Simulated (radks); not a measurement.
Values are calculated unless marked as measured or tabulated.
Fractional charge and spin in the 5s shell of strontium: the spin-up occupation runs from 0 to 1 and the spin-down occupation from 0 to 1; the fullest corner is Sr, [Kr] 5s(up 1, down 1). Level of theory: scalar-relativistic Kohn-Sham, PBE, spin-polarised, spherical densities, finite nucleus; Fermi nuclear charge, rms radius of each element as measured or else 0.836 A^(1/3) + 0.57 fm (a radial shooting solver on a logarithmic mesh with Libxc functionals). Energy (eV) minus the two flat planes that join the four corners (they meet along the diagonal where the two added fractions sum to one electron); zero is where a piecewise linear energy would lie.

| down \ up | 0 | 0.5 | 1 |
|---|---|---|---|
| 0 | 0.000 | -0.640 | 0.000 |
| 0.5 | -0.640 | 0.187 | -0.552 |
| 1 | 0.000 | -0.552 | 0.000 |

Corners above the fullest one (they belong to Sr+ and the next ion): (up 1, down 0) 5.699 eV, (up 0, down 1) 5.699 eV, (up 0, down 0) 16.891 eV. With half an added electron in each spin the energy lies 0.187 eV from the planes (fractional-spin error, the static-correlation error of a stretched bond), and with half an added electron in spin up alone -0.640 eV (fractional-charge error). For a frontier s shell over closed shells the exact functional lies on the planes.
